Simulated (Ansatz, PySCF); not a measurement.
Gas-phase reaction in SMILES: C[Si](C)(C)Br [bromo(trimethyl)silane] -> C[Si](C)C + Br atom (the Br-Si bond at the site shown breaks; other sites are not compared here)
Geometries: B3LYP-D3(BJ)/def2-TZVP minima from Ansatz (a first-principles code). Frequencies are from Ansatz or PySCF.
Geometry of the first species:
```xyz
14

C      0.5234     1.5962     1.5092
Si     0.3067    -0.1027     0.7668
C     -0.9304    -1.1189     1.7269
C      1.9397    -0.9908     0.5961
Br    -0.5281     0.1769    -1.3203
H     -0.4295     2.1248     1.5620
H      0.9262     1.5165     2.5226
H      1.2126     2.1980     0.9150
H     -1.8950    -0.6121     1.7814
H     -1.0847    -2.0923     1.2589
H     -0.5729    -1.2832     2.7471
H      2.3867    -1.1512     1.5811
H      1.8085    -1.9632     0.1191
H      2.6403    -0.4098    -0.0055
```

Wanted: bond dissociation energy (0 K, with B3LYP-D3(BJ) harmonic zero-point energies), in kcal/mol. Correlated levels leave the core frozen unless marked. UHF or UKS for open shells. Spin-orbit coupling is left out. The frozen core is the preceding noble-gas configuration, with the filled d and f shells of earlier blocks. Non-relativistic. CBS marks a two-point X^-3 extrapolation of the correlation energy; Hartree-Fock from the larger set. [CCSD(T)-MP2]/basis is that difference in the basis named.

| level | program | bond dissociation energy (kcal/mol) | minus last row |
|---|---|---|---|
| HF/6-31G* | Ansatz | 76.4 | -28.0 |
| HF/def2-QZVPPD | Ansatz | 76.8 | -27.6 |
| SVWN5/def2-TZVPD | Ansatz | 115.2 | 10.8 |
| r2SCAN-D3(BJ)/def2-TZVPD | Ansatz + dftd3 | 102.2 | -2.2 |
| BHLYP-D4/def2-TZVPD | Ansatz + dftd4 | 99.5 | -4.9 |
| HSE06-D4/def2-TZVPD | Ansatz + dftd4 | 102.0 | -2.4 |
| LC-wPBE-D3(BJ)/def2-TZVPD | Ansatz + dftd3 | 101.0 | -3.4 |
| wB97M-V/def2-TZVPD | Ansatz | 104.5 | 0.1 |
| wB97X-V/def2-TZVPD | Ansatz | 104.1 | -0.3 |
| MP2/CBS(def2-TZVPP,def2-QZVPP) | Ansatz | 108.8 | 4.4 |
| SCS-MP2/def2-SVP | Ansatz | 96.0 | -8.4 |
| CCSD/def2-SVPD | Ansatz | 95.2 | -9.2 |
| RI-MP2/CBS(def2-TZVPPD,def2-QZVPPD)+[CCSD(T)-MP2]/def2-SVPD | Ansatz | 104.6 | 0.2 |
| RI-MP2/CBS(def2-TZVPPD,def2-QZVPPD)+[CCSD(T)-MP2]/def2-QZVPPD | Ansatz | 104.3 | -0.1 |
| CCSD(T)/CBS(def2-TZVPPD,def2-QZVPPD) | Ansatz | 104.4 | 0.0 |
